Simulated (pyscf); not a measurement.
**HS–Hf(Cl)(Cl)–Cl, singlet**

Gas-phase minimum from PySCF at ωB97X-D3(BJ)/def2-SVP, one conformer. 

SMILES: [SH][Hf]([Cl])([Cl])[Cl]
```xyz
6

S      0.4513     1.2194     0.5640
Hf    -1.3976    -0.3042     0.4070
Cl    -0.7324    -2.1447    -0.8548
Cl    -3.1458     0.7637    -0.7004
Cl    -1.9413    -0.8712     2.5914
H      0.5114     1.3422    -0.7818
```
Charge 0, spin multiplicity 1.

Bonds (Å): S1–Hf2 2.401, S1–H6 1.353, Hf2–Cl3 2.329, Hf2–Cl4 2.329, Hf2–Cl5 2.321. Angles (°): Hf2–S1–H6 91.5, S1–Hf2–Cl3 108.5, S1–Hf2–Cl4 108.6, S1–Hf2–Cl5 105.9, Cl3–Hf2–Cl4 108.6, Cl3–Hf2–Cl5 112.6, Cl4–Hf2–Cl5 112.6.

Properties at ωB97X-D3(BJ)/def2-SVP:

```
Item                                                                                                                                                                         Result
---------------------------------------------------------------------------------------------------------------------  ------------------------------------------------------------
Harmonic wavenumbers, unscaled                                                                                         73, 87, 94, 98, 100, 148, 377, 392, 405, 410, 513, 2724 cm⁻¹
Zero-point energy                                                                                                                                                      7.7 kcal/mol
Rotational symmetry number                                                                                                                                                        1
Entropy of this conformer at 298 K and 1 atm, rigid rotor and harmonic oscillator, modes under 100 cm⁻¹ raised to 100                                               409.5 J/(mol K)
Dipole moment                                                                                                                                                                0.78 D
```

Single-point totals, which compare only within one level:

```tsv
level	total energy (hartree)
ωB97X-D3(BJ)/def2-TZVP	-1827.84771
PBE/def2-TZVP	-1827.05406
r²SCAN/def2-TZVP	-1827.68079
B3LYP-D3(BJ)/def2-TZVP	-1827.86212
PBE0-D3(BJ)/def2-TZVP	-1827.17158
M06-2X/def2-TZVP	-1827.61424
ωB97M-D3(BJ)/def2-TZVP	-1827.93023
```

Soft torsions are taken as harmonic, which can shift the entropy by several J/(mol K). Elements past Kr carry the def2 core potentials, without spin-orbit coupling.
